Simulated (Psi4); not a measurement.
C3H9BO (SMILES CC(C)BO), singlet, at a GFN2-xTB geometry; PBE/def2-TZVP (Psi4 1.11).

Here is a job for Psi4.
```
memory 2 GB

molecule {
0 1
B    -0.53324486    0.96933203    0.51092891
H    -1.46579294    1.19069057    1.18872493
O     0.39285897    1.92070194    0.48397878
H     1.16441933    1.75127005   -0.06203473
C    -0.42275283   -0.40288837   -0.31591001
C    -0.56198745   -1.61803851    0.61120583
C     0.86763895   -0.52451275   -1.13513569
H    -1.26482712   -0.44082565   -1.01869006
H    -0.54752193   -2.54485222    0.03950636
H     0.25790906   -1.64564494    1.32630278
H    -1.49517130   -1.56828086    1.16609106
H     0.95303640    0.29125445   -1.85261890
H     0.88320830   -1.45996974   -1.69216166
H     1.74070066   -0.51327950   -0.48255547
}

set {
  basis def2-tzvp
}

energy('pbe')
print_variables()
```

Q: What does Psi4 print? Leave out banner, timings and long lists.

A: 
```
   => Loading Basis Set <=

    Name: DEF2-TZVP
    Role: ORBITAL
    Keyword: BASIS

         ---------------------------------------------------------
                                   SCF
               by Justin Turney, Rob Parrish, Andy Simmonett
                          and Daniel G. A. Smith
                              RKS Reference
         ---------------------------------------------------------

  ==> Geometry <==

    Molecular point group: c1
    Full point group: C1

    Geometry (in Angstrom), charge = 0, multiplicity = 1:

       Center              X                  Y                   Z               Mass
    ------------   -----------------  -----------------  -----------------  -----------------
         B           -0.522639227992     0.887894658978     0.484708860145    11.009305360000
         H           -1.455187307992     1.109253198978     1.162504880145     1.007825032230
         O            0.403464602008     1.839264568978     0.457758730145    15.994914619570
         H            1.175024962008     1.669832678978    -0.088254779855     1.007825032230
         C           -0.412147197992    -0.484325741022    -0.342130059855    12.000000000000
         C           -0.551381817992    -1.699475881022     0.584985780145    12.000000000000
         C            0.878244582008    -0.605950121022    -1.161355739855    12.000000000000
         H           -1.254221487992    -0.522263021022    -1.044910109855     1.007825032230
         H           -0.536916297992    -2.626289591022     0.013286310145     1.007825032230
         H            0.268514692008    -1.727082311022     1.300082730145     1.007825032230
         H           -1.484565667992    -1.649718231022     1.139871010145     1.007825032230
         H            0.963642032008     0.209817078978    -1.878838949855     1.007825032230
         H            0.893813932008    -1.541407111022    -1.718381709855     1.007825032230
         H            1.751306292008    -0.594716871022    -0.508775519855     1.007825032230

  Running in c1 symmetry.

  Rotational constants: A =      0.24731  B =      0.12007  C =      0.09044 [cm^-1]
  Rotational constants: A =   7414.19368  B =   3599.65933  C =   2711.21197 [MHz]
  Nuclear repulsion =  172.376189383195026

  Charge       = 0
  Multiplicity = 1
  Electrons    = 40
  Nalpha       = 20
  Nbeta        = 20

  ==> Algorithm <==

  SCF Algorithm Type is DF.
  DIIS enabled.
  MOM disabled.
  Fractional occupation disabled.
[...]
   @DF-RKS iter   4:  -219.62480945410041   -4.68304e-03   9.43998e-04 ADIIS/DIIS
   @DF-RKS iter   5:  -219.63971844405251   -1.49090e-02   2.63091e-04 ADIIS/DIIS
   @DF-RKS iter   6:  -219.64091589151346   -1.19745e-03   8.42607e-05 DIIS
   @DF-RKS iter   7:  -219.64103476170862   -1.18870e-04   1.78316e-05 DIIS
   @DF-RKS iter   8:  -219.64104163056058   -6.86885e-06   5.10690e-06 DIIS
   @DF-RKS iter   9:  -219.64104225140511   -6.20845e-07   8.28262e-07 DIIS
  Energy and wave function converged.

  ==> Post-Iterations <==

   Electrons on quadrature grid:
      Ntotal   =   40.0000364049 ; deviation = 3.640e-05

    Orbital Energies [Eh]
    ---------------------

    Doubly Occupied:

[...]
    Virtual:

[...]
    Final Occupation by Irrep:
              A
    DOCC [    20 ]
    NA   [    20 ]
    NB   [    20 ]

  @DF-RKS Final Energy:  -219.64104225140511

   => Energetics <=

    Nuclear Repulsion Energy =            172.3761893831950260
    One-Electron Energy =                -637.9052774818012495
    Two-Electron Energy =                 277.9620557323775074
    DFT Exchange-Correlation Energy =     -32.0740098851763946
    Empirical Dispersion Energy =           0.0000000000000000
    VV10 Nonlocal Energy =                  0.0000000000000000
    Total Energy =                       -219.6410422514051106

Computation Completed

Properties will be evaluated at   0.000000,   0.000000,   0.000000 [a0]

Properties computed using the SCF density matrix

 Multipole Moments:

 ------------------------------------------------------------------------------------
     Multipole            Electronic (a.u.)      Nuclear  (a.u.)        Total (a.u.)
 ------------------------------------------------------------------------------------

 L = 1.  Multiply by 2.5417464519 to convert [e a0] to [Debye]
 Dipole X            :         -0.4131287            0.8016695            0.3885407
 Dipole Y            :          5.8421104           -6.1557730           -0.3136626
 Dipole Z            :          1.5382335           -1.9819488           -0.4437153
 Magnitude           :                                                    0.6680055

 ------------------------------------------------------------------------------------

  Variable Map:
  ----------------------------------------------------------------------------
[...]
  Array Variable Map:
  ----------------------------------------------------------------------------
[...]
[...]
```
